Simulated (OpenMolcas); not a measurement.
# Levels of Se3+ by method

```yaml
Program: OpenMolcas 26.06
Basis: ANO-RCC-VQZP [7s6p4d2f1g]
Scalar_Hamiltonian: DKH2, point nucleus
Active_space: 3 electrons in 9 orbitals (RAS2 4s 4p; RAS3 4d, at most 2 electrons)
State_averaging: 2S+1 = 4 odd, 1 root; 2S+1 = 2 odd, 11 roots; 2S+1 = 4 even, 3 roots; 2S+1 = 2 even, 9 roots
Spin-orbit_coupling: state interaction with AMFI integrals over the reference wave functions, term energies averaged over their components
```

Methods on the same reference wave functions:
A. RASSCF
B. SS-RASPT2, IPEA 0.25 Eh, imaginary shift 0.1 Eh (closed shells correlated: 3d)
C. MS-RASPT2, IPEA 0.25 Eh, imaginary shift 0.1 Eh (closed shells correlated: 3d)

Energies in cm-1 above 4s2 4p 2P* 1/2, the measured ground level; measured values from Moore, Atomic Energy Levels, vol. II, NSRDS-NBS 35 (1971 reprint of NBS Circular 467, 1952).

```tsv
Level	A	B	C	Measured
4s2 4p 2P* 1/2	0.0	0.0	0.0	0.0
4s2 4p 2P* 3/2	3821	3820	3830	4376
4s 4p2 4P 1/2	73754	76540	76590	
4s 4p2 4P 3/2	75228	78020	78070	
4s 4p2 4P 5/2	77372	80160	80200	
4s 4p2 2D 3/2	102027	102280	102330	104211
4s 4p2 2D 5/2	102296	102560	102610	104706
4s 4p2 2S 1/2	130047	128400	128450	128787
4s 4p2 2P 1/2	139356	137280	137320	136134
4s 4p2 2P 3/2	141490	139390	139440	138354
```

Deviations, from unrounded energies. A percentage is the sum of absolute deviations over the sum of measured energies, with the sign that they share, or ± where signs differ.

| Against measurement | Levels | A | B | C |
| --- | --- | --- | --- | --- |
| mean absolute deviation (cm-1) | 6 | 2100 | 1200 | 1200 |
| fine structure of the ground term (%) | 1 | -12.7 | -12.7 | -12.4 |
| other configurations (%) | 5 | ±2.0 | ±1.1 | ±1.1 |

B, C lie about equally close to measurement and A furthest from it. The largest miss of C in the table is 4s 4p2 2D 5/2, by -2100 cm-1. The ranking rests on the paired levels alone, and a cruder setting can come out closer through cancelling errors.

Between B and C the level of the table that moves most is 4s 4p2 2D 3/2, by 49 cm-1 (lowest in B, highest in C). Moves below CASPT2's spread within the term are not significant.

The lowest spin-free term lies below A's lowest term by 0.093 hartree in B, 0.093 hartree in C.

Active for correlation alone: 4d; no level in the range computed is led by a configuration that fills it, so any true level of that kind is missing. Computed and measured levels are paired by configuration, term and J; levels that our copy of the source lacks, or whose pairing is in doubt (as where it misses far off the trend of its configuration), stay unpaired and out of the deviations. Only configurations of the active space appear. The table leaves out levels that lie high or whose names do not pair safely across all columns.

* marks odd parity.
